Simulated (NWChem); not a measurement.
System: AlH2Cl; SMILES [AlH2][Cl]

The following NWChem deck was run.

```
start job
memory heap 200 mb stack 900 mb global 1100 mb
geometry units angstroms noautosym nocenter noautoz
  Al     0.000000     0.000000     1.085671
  H      0.000000    -1.412235     1.818194
  H      0.000000     1.412235     1.818194
  Cl     0.000000     0.000000    -1.033959
end
basis spherical
  Al library cc-pvtz
  H library cc-pvtz
  Cl library cc-pvtz
end
dft
  xc hfexch
  iterations 150
end
property
  efieldgrad
end
task dft property
```

All runs use the structure optimised with PBE-D3(BJ)/def2-SVP.

Vzz is the largest principal value of the second derivative of the potential at the nucleus (NWChem prints the opposite sign); η is the asymmetry. Non-relativistic.

Atoms are numbered as in the input.

**Question.** Give the results of this calculation. (Hartree-Fock/cc-pVTZ.) Quantities: Vzz Al1 (a.u.); η Al1; Vzz Cl4 (a.u.); η Cl4.

**Answer.** 
```json
{
 "Vzz Al1 (a.u.)": "1.270",
 "η Al1": "0.53",
 "Vzz Cl4 (a.u.)": "1.103",
 "η Cl4": "0.55"
}
```
